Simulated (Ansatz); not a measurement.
CH5FGeN (`C[NH][GeH][F]`) radical, one more setting.

```yaml
crystal:
  periodic: [false, false, false]
  atoms:
    - {symbol: C, position_ang: [-0.241650, 0.633008, -0.589694]}
    - {symbol: N, position_ang: [0.153104, -0.316832, -0.450066]}
    - {symbol: Ge, position_ang: [0.072473, -1.021667, 1.310176]}
    - {symbol: F, position_ang: [1.487781, -1.945132, 1.442911]}
    - {symbol: H, position_ang: [-1.656208, 0.625124, -1.259812]}
    - {symbol: H, position_ang: [-0.303390, 1.517631, -0.091957]}
    - {symbol: H, position_ang: [-0.332911, 0.975745, -1.688959]}
    - {symbol: H, position_ang: [-0.077907, -1.109736, -1.106263]}
    - {symbol: H, position_ang: [0.849098, 0.070345, 2.121665]}
basis:
  gaussian: {orbitals: cc-pVTZ-DK}
magnetization: {spin_polarized: true, initial_magnetization: 1}
hamiltonian: {xc: {name: SVWN5}}
```

```sh
$ ansatz run in.yaml --threads 4 --pin off --events-out ev --progress --plain --max-ram 10444MiB
```

Output, abridged:

```
Functional definition: SVWN5
1162 factors; their error is unknown
mean field evaluation 1: about -62282.9250 eV, gradient 7.9e1 eV
mean field evaluation 2: about -62144.1026 eV, gradient 1.6e2 eV
mean field evaluation 4: about -62299.2450 eV, gradient 4.0e1 eV
mean field evaluation 8: about -62306.6256 eV, gradient 8.1e-1 eV
mean field evaluation 16: about -62306.6067 eV, gradient 3.3e-3 eV
mean field -62306.60667504 eV, -2289.7255623728 hartree, gradient 2.0e-5 eV, S^2 0.754420; 1 other end points of the search recorded, 0 dependent functions left out
reference -62306.60671161 eV, -2289.7255637168 hartree; 30, 29 occupied and 173, 174 virtual orbitals, 1162 factors
Total energy: -62306.60671161 eV, -2289.7255637168 hartree
Relativity: scalar
```

Hardware: 4 threads of an Intel Xeon 6975P-C on a shared host. Wall time 1.3 s, peak host memory 0.29 GiB.
